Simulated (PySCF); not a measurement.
**Electric field gradients and quadrupole coupling constants**

Compound: PP3SSO nortricyclane, OP₄S₂.
Cartesian coordinates in Å at the PBE0-D3(BJ)/def2-SVP level; atoms count from 1:
```xyz
7
OP4S2 angstrom
P     -0.843   -0.591    1.265
S      1.243   -0.220    1.537
P      1.693    0.628   -0.341
P      0.317   -0.459   -1.757
S     -0.743   -1.784   -0.505
P     -0.366    1.477   -0.788
O     -1.209    0.848    0.520
```

Field gradients from the PBE0/pcSseg-1 density (PySCF, non-relativistic), principal values in atomic units, ordered |Vxx| ≤ |Vyy| ≤ |Vzz|:

```json
{"atom": "S2", "Vxx": "0.1436", "Vyy": "2.0649", "Vzz": "-2.2085"}
{"atom": "S5", "Vxx": "0.1448", "Vyy": "2.0641", "Vzz": "-2.2090"}
{"atom": "O7", "Vxx": "-0.3968", "Vyy": "-1.1477", "Vzz": "1.5445"}
```

Q: Find the asymmetry η = (Vxx − Vyy)/Vzz and the couplings χ = eQV/h (234.96 MHz × Q in barn × V in au), with Q(33S) = −0.0678 b, Q(17O) = −0.0256 b.

A: 
| atom | environment | nucleus | η | χzz (MHz) | χxx (MHz) | χyy (MHz) |
| --- | --- | --- | --- | --- | --- | --- |
| S2 | sulfur bonded to 2 P | 33S | 0.87 | 35.18 | -2.29 | -32.90 |
| S5 | sulfur bonded to 2 P | 33S | 0.87 | 35.19 | -2.31 | -32.88 |
| O7 | oxygen bonded to 2 P | 17O | 0.49 | -9.29 | 2.39 | 6.90 |

Q: What is Vzz at O7 in SI units (1 au = 9.71736 × 10²¹ V/m²)?

A: 1.5445 au = 15.008 × 10²¹ V/m².

Q: And the gradient at the other heavy atoms, for which no coupling is worked out here?

A: 
```
atom                     environment  Vzz (au)     η
  P1  phosphorus bonded to O and 2 S    -1.445  0.37
  P3  phosphorus bonded to 2 P and S     0.925  0.63
  P4  phosphorus bonded to 2 P and S     0.925  0.63
  P6  phosphorus bonded to O and 2 P     1.303  0.47
```

The structure is a single PBE0-D3(BJ)/def2-SVP conformer in the gas phase; no vibrational or solvent corrections. With so small a basis the couplings can be 20 % off.
